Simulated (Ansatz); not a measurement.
Cl₂HInS, SMILES `[SH][In]([Cl])[Cl]`, 5 atoms. The species carries charge 0 and has multiplicity 1. Correlated methods include outer-core shells of In, which these sets cover unevenly. In takes the def2 core potential. All runs use 2 threads of a server CPU on a shared host. Correlated methods freeze the cores.

(1) Give the basis size and wall time and peak host memory of each of these runs in Ansatz. RKS PBE0-D4/def2-TZVP relaxation (6 steps); RKS PBE-QIDH (frozen core)/def2-TZVPP energy; RKS PBE0-D4/def2-SVP energy; direct RPA on PBE orbitals/def2-TZVPP energy; RKS B3LYP-D4/def2-TZVPP energy and forces; RKS r2SCAN-D4/def2-TZVPP energy and forces; RHF-CCSD(T)/def2-SVP energy; RKS B2PLYP (frozen core)/def2-TZVPP energy; RHF-MP2/def2-QZVPP energy; RHF-CCSD(T)/def2-TZVPP energy; RKS PBE0-D4/def2-TZVP frequencies; RKS ωB97M-V/def2-QZVPP energy. (An estimate is asked.)

Answers

(1) Ansatz gave: Other jobs shared the machine, so times are rough.

| level | job | functions | wall time | peak host memory (GiB) |
| --- | --- | --- | --- | --- |
| RKS PBE0-D4/def2-SVP | energy | 85 | 1.7 s | 0.17 |
| RHF-CCSD(T)/def2-SVP | energy | 85 | 3.2 s | 0.24 |
| direct RPA on PBE orbitals/def2-TZVPP | energy | 190 | 6 s | 0.37 |
| RKS B3LYP-D4/def2-TZVPP | energy and forces | 190 | 6.5 s | 0.58 |
| RKS PBE-QIDH (frozen core)/def2-TZVPP | energy | 190 | 7 s | 0.44 |
| RKS r2SCAN-D4/def2-TZVPP | energy and forces | 190 | 7.5 s | 0.27 |
| RKS B2PLYP (frozen core)/def2-TZVPP | energy | 190 | 7.5 s | 0.44 |
| RHF-MP2/def2-QZVPP | energy | 322 | 15 s | 1.1 |
| RKS ωB97M-V/def2-QZVPP | energy | 322 | 23 s | 1.3 |
| RKS PBE0-D4/def2-TZVP | relaxation (6 steps) | 167 | 34 s | 0.48 |
| RHF-CCSD(T)/def2-TZVPP | energy | 190 | 90 s | 2 |
| RKS PBE0-D4/def2-TZVP | frequencies | 167 | 120 s | 0.47 |

B3LYP here is the variant with VWN-RPA as its local correlation; programs differ in this.
